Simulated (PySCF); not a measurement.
Compound: C7H7F.
Numbering: `[CH3:1][c:2]1[cH:3][cH:4][c:5]([F:6])[cH:7][cH:8]1` (hydrogens: H9, H10, H11 on C1; H12 on C3; H13 on C4; H14 on C7; H15 on C8)

The same species was optimised twice, with GFN2-xTB and with PBE0-D3(BJ)/def2-SVP (PySCF), and the same property calculations (PySCF, gas phase) were run on both structures.

```tsv
coordinate	GFN2-xTB	PBE0-D3(BJ)/def2-SVP	change
C5–F6 (Å)	1.352	1.334	-0.018
C2–C3 (Å)	1.390	1.400	+0.010
C2–C8 (Å)	1.390	1.400	+0.010
C7–C8 (Å)	1.383	1.393	+0.010
C3–C4 (Å)	1.383	1.393	+0.010
C4–C5 (Å)	1.382	1.389	+0.007
C5–C7 (Å)	1.382	1.389	+0.007
C1–C2 (Å)	1.498	1.502	+0.004
C3–C2–C8 (°)	118.8	117.9	-0.9
C1–C2–C3 (°)	120.6	121.1	+0.5
C2–C3–C4 (°)	121.1	121.6	+0.5
C2–C8–C7 (°)	121.1	121.5	+0.4
C4–C5–C7 (°)	121.7	121.3	-0.4
C1–C2–C8 (°)	120.6	121.0	+0.4
F6–C5–C7 (°)	119.1	119.4	+0.3
C5–C7–C8 (°)	118.7	118.9	+0.2
```

Rotational constants: A = 5566, B = 1445, C = 1156 MHz (GFN2-xTB) against A = 5525, B = 1432, C = 1145 MHz (PBE0-D3(BJ)/def2-SVP). Point groups within 0.08 Å: Cs and Cs.

On the GFN2-xTB structure: HOMO (eV) -6.95 [PBE0/pcSseg-1]; LUMO (eV) -0.45 [PBE0/pcSseg-1]; dipole (D) 2.00 [PBE0/pcSseg-1]; GIAO shielding of C1 (ppm) 163.5 [PBE0/pcSseg-1]; GIAO shielding of C2 (ppm) 48.5 [PBE0/pcSseg-1]; GIAO shielding of C3/C8 (mean) (ppm) 51.2 [PBE0/pcSseg-1]; GIAO shielding of C4/C7 (mean) (ppm) 65.7 [PBE0/pcSseg-1]; GIAO shielding of C5 (ppm) 15.8 [PBE0/pcSseg-1]; GIAO shielding of F6 (ppm) 292.0 [PBE0/pcSseg-1].

Problem. What do these properties become on the PBE0-D3(BJ)/def2-SVP structure?

Solution. 
```json
{"property": "HOMO (eV)", "level": "PBE0/pcSseg-1", "on GFN2-xTB": "-6.95", "on PBE0-D3(BJ)/def2-SVP": "-6.91", "change": "+0.04"}
{"property": "LUMO (eV)", "level": "PBE0/pcSseg-1", "on GFN2-xTB": "-0.45", "on PBE0-D3(BJ)/def2-SVP": "-0.48", "change": "-0.03"}
{"property": "dipole (D)", "level": "PBE0/pcSseg-1", "on GFN2-xTB": "2.00", "on PBE0-D3(BJ)/def2-SVP": "1.87", "change": "-0.13"}
{"property": "energy, GFN2-xTB geometry as zero (kcal/mol)", "level": "PBE0/pcSseg-1", "on GFN2-xTB": "0.0", "on PBE0-D3(BJ)/def2-SVP": "-0.2", "change": "-0.2"}
{"property": "GIAO shielding of C1 (ppm)", "level": "PBE0/pcSseg-1", "on GFN2-xTB": "163.5", "on PBE0-D3(BJ)/def2-SVP": "162.0", "change": "-1.5"}
{"property": "GIAO shielding of C2 (ppm)", "level": "PBE0/pcSseg-1", "on GFN2-xTB": "48.5", "on PBE0-D3(BJ)/def2-SVP": "46.9", "change": "-1.6"}
{"property": "GIAO shielding of C3/C8 (mean) (ppm)", "level": "PBE0/pcSseg-1", "on GFN2-xTB": "51.2", "on PBE0-D3(BJ)/def2-SVP": "48.5", "change": "-2.7"}
{"property": "GIAO shielding of C4/C7 (mean) (ppm)", "level": "PBE0/pcSseg-1", "on GFN2-xTB": "65.7", "on PBE0-D3(BJ)/def2-SVP": "64.0", "change": "-1.7"}
{"property": "GIAO shielding of C5 (ppm)", "level": "PBE0/pcSseg-1", "on GFN2-xTB": "15.8", "on PBE0-D3(BJ)/def2-SVP": "15.8", "change": "0.0"}
{"property": "GIAO shielding of F6 (ppm)", "level": "PBE0/pcSseg-1", "on GFN2-xTB": "292.0", "on PBE0-D3(BJ)/def2-SVP": "293.6", "change": "+1.6"}
```

The heavy atoms differ by 0.012 Å rms after alignment. Among bonds between heavy atoms C5–F6 changes most (-0.018 Å). Changes are differences of the printed values. Neither structure is proved a minimum here.
